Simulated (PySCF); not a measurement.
# Identify the compound

An unknown has the formula C₅H₁₃NO₃Si. Its calculated NMR data are:

$^{1}$H NMR (500 MHz, computed): δ 9.82 (d, 1H), 4.59 (s, 1H), 4.54 (m, 1H), 3.86 (br s, 1H), 2.62 (s, 6H), 1.56 (d, 3H).

$^{13}$C{$^{1}$H} NMR (computed): δ 212.5 (CH), 77.7 (CH), 38.2 (CH3, 2C), 19.1 (CH3).

PySCF calculation with structure optimised with GFN2-xTB and shieldings: GIAO PBE0/pcSseg-1; one computed conformer, non-relativistic, no solvent, one averaged value for each set of equivalent atoms.

δ = σ(ref) − σ, references computed at the same level: $^{1}$H, $^{13}$C vs TMS.

Q: Choose the structure that fits.
A. C[C@@H](C=O)O[Si@H](O)N(C)C
B. CC(=O)O[Si@H](N)OC(C)C
C. CN[Si@@H]1OCC[C@@H](OC)O1
D. CN[Si@@H]1OCC[C@H](OC)O1

A: A. 

1. The formula gives 1 degree of unsaturation (no ring in the answer).
2. 4 carbon signals for 5 carbons: some carbons are equivalent by symmetry or fast rotation.
3. Carbon types of the structure: 2 × CH, 3 × CH3, leaving 2 H on heteroatoms.
4. δC 212.5: aldehyde carbonyl carbon; the double bond to the heteroatom, with no lone-pair donor beside it, deshields it most.
5. δC 77.7: sp3 CH bonded to O, α to a carbonyl; deshielded by the electronegative neighbour.
6. δH 9.82: hydrogen on an aldehyde carbonyl carbon; the formyl region, downfield of aromatic protons.
7. δH 4.54: hydrogen on an sp3 CH bonded to O, α to a carbonyl; its carbon carries O, hence the downfield position.
8. δH 2.62: hydrogen on a methyl carbon bonded to N; its carbon carries N, an electronegative neighbour.

The others: CN[Si@@H]1OCC[C@H](OC)O1 would give 5 carbon signals, not 4; CN[Si@@H]1OCC[C@@H](OC)O1 would give 5 carbon signals, not 4; CC(=O)O[Si@H](N)OC(C)C would give 5 carbon signals, not 4.

OH/NH shifts are gas-phase values; hydrogen bonding in solution moves them, usually downfield. Shifts are as computed. Against solution values, carbons near 30 ppm lie about +3 ppm off and those near 130 ppm about +5 ppm. Of 1211 compounds with measured shifts, 218 miss one by over three times the rms of a fit or turn the order of signals round; such compounds aren't used in these exercises. No couplings were computed; multiplicities are counted from neighbouring protons, with m where these are inequivalent, close in shift, in a saturated or five-membered ring or joined by F or P, and br s for small geminal =CH2 splittings.
